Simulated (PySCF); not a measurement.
C3H8Si, SMILES C1[SiH2]CC1, B3LYP/def2-SVP optimised geometry.

```
12

C      0.89     0.55     0.45
C      0.97    -0.95     0.00
Si    -0.94    -0.95     0.00
C     -0.56     0.92     0.00
H      1.68     1.20     0.03
H      0.97     0.61     1.55
H      1.37    -1.04    -1.02
H      1.54    -1.62     0.65
H     -1.55    -1.44     1.27
H     -1.68    -1.55    -1.15
H     -0.57     1.33    -1.02
H     -1.11     1.62     0.65
```

Density from PySCF with B3LYP/def2-TZVP at that geometry.

Minimum of the electron density along straight lines between bonded atoms, close to the bond critical point (lines longer than 1.1 times the sum of covalent radii, or with two minima, are not listed):

| bond | length / Å | ρ at the minimum / e bohr⁻³ | ∇²ρ there / e bohr⁻⁵ | position (fraction from the first atom) |
|---|---|---|---|---|
| C1–C2 | 1.564 | 0.229 | -0.51 | 0.50 |
| C2–Si3 | 1.907 | 0.114 | 0.14 | 0.61 |
| C1–C4 | 1.564 | 0.229 | -0.51 | 0.50 |
| Si3–C4 | 1.907 | 0.114 | 0.14 | 0.39 |
| C1–H5 | 1.104 | 0.274 | -0.93 | 0.64 |
| C1–H6 | 1.103 | 0.275 | -0.93 | 0.64 |
| C2–H7 | 1.103 | 0.269 | -0.88 | 0.64 |
| C2–H8 | 1.100 | 0.272 | -0.91 | 0.64 |
| Si3–H9 | 1.495 | 0.120 | 0.14 | 0.49 |
| Si3–H10 | 1.496 | 0.120 | [?] | 0.49 |
| C4–H11 | 1.103 | 0.269 | -0.88 | 0.64 |
| C4–H12 | 1.100 | 0.272 | -0.91 | 0.64 |

### Question
What belongs in the gaps?

### Answer

- Si3–H10, ∇²ρ there / e bohr⁻⁵: 0.13
